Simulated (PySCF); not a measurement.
C5H7F, SMILES C1(F)=CCCC1. Atoms are numbered in the order given.

```xyz
13

F      1.9575    -0.7541     0.2770
C      0.6986    -0.3385     0.1187
C     -0.3848    -1.1132     0.0825
C     -1.6219    -0.2530    -0.0432
C     -1.0540     1.1331    -0.4431
C      0.4171     1.1349     0.0224
H     -0.3805    -2.2000     0.1851
H     -2.1617    -0.2090     0.9207
H     -2.3396    -0.6353    -0.7872
H     -1.6357     1.9694    -0.0282
H     -1.0810     1.2278    -1.5402
H      1.0993     1.6442    -0.6768
H      0.5519     1.6097     1.0110
```
Charge 0, spin multiplicity 1.

Geometry optimised at ωB97X-D3(BJ)/def2-SVP. One conformer was computed; it need not be the lowest.

Calculation: KT2/pcSseg-1 (PySCF).

GIAO shieldings, no solvent; atoms listed in one row are averaged. δ = σ(ref) − σ: ¹⁹F against CFCl3 (σ = 127.1 ppm); ¹³C against TMS (σ = 185.1 ppm); ¹H against TMS (σ = 31.47 ppm), references at their B3LYP-D3(BJ)/def2-TZVP geometries, non-relativistic.

**Question.** Estimate the chemical shifts. (Estimate from the structure and the level; the computed values follow.)

**Answer.** 
| nucleus | atoms | count | δ (ppm) |
|---|---|---|---|
| ¹⁹F | F1 | 1 | -148.6 |
| ¹³C | C2 | 1 | 166.5 |
| ¹³C | C3 | 1 | 100.9 |
| ¹³C | C6 | 1 | 34.8 |
| ¹³C | C4 | 1 | 33.8 |
| ¹³C | C5 | 1 | 27.3 |
| ¹H | H7 | 1 | 5.24 |
| ¹H | H13 | 1 | 2.82 |
| ¹H | H8 | 1 | 2.79 |
| ¹H | H9 | 1 | 2.60 |
| ¹H | H12 | 1 | 2.45 |
| ¹H | H10, H11 | 2 | 2.16 |
